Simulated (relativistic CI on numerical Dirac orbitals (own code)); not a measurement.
# Sensitivity of the levels of Sm XXXIII to α and to the nuclear radius

Computed by Dirac-Coulomb-Breit CI, orbitals from a KLI potential per configuration, derivatives by finite differences, unscaled Slater integrals, QED left out (own radial code, finite nucleus).

Configuration list (outside the closed core [Ar] 3d10): 4s2, 4s.4p, 4p2, 4s.4d, 4d2, 4s.4f, 4p.4d, 4f2. Levels of other configurations are missing.

With x = (α/α₀)² − 1 an excitation energy changes as ω = ω₀ + qx; K = 2q/ω₀ is the relative enhancement. Terms are leading LS components, so labels can repeat. The field-shift factor is F = δν/δ⟨r²⟩ for the transition from the lowest level.

Lowest level 4s2 1S_0.

```csv
Level,ω₀ (cm⁻¹),q (cm⁻¹),F (GHz/fm²)
4s.4p 3P°_0,496377,55330,-545
4s.4p 3P°_1,534659,70490,-548
4s.4p 3P°_2,806975,408800,-568
4s.4p 1P°_1,926253,400700,-573
4p2 3P_0,1148353,126600,-1100
4p2 3P_1,1421762,471900,-1130
4p2 1D_2,1428676,470500,-1100
4p2 3P_2,1714438,752900,-1040
4s.4d 3D_1,1759962,433400,-563
4s.4d 3D_2,1782196,473000,-595
4p2 1S_0,1812469,817600,-1140
4s.4d 3D_3,1823665,498100,-562
4s.4d 1D_2,1930976,534400,-669
4p.4d 3F°_2,2281505,494000,-1120
4p.4d 3D°_1,2393406,504500,-1120
4p.4d 3F°_3,2395155,578600,-1110
4p.4d 3P°_2,2406873,564100,-1120
4p.4d 3D°_2,2634156,849200,-1140
4p.4d 3F°_4,2644512,890800,-1110
4p.4d 1F°_3,2649828,795200,-1070
4p.4d 3P°_0,2662730,848300,-1140
4p.4d 3P°_1,2669423,850700,-1140
4p.4d 3P°_2,2708201,903600,-1140
```

At this charge energies of transitions that change n are usually good to better than 1 %, and those within a shell (Δn = 0) to a few per cent.

Question: Which transition from the lowest level has the largest |K|?

Answer: 4s.4p 3P°_2 at 806975 cm⁻¹, K = 1.01.
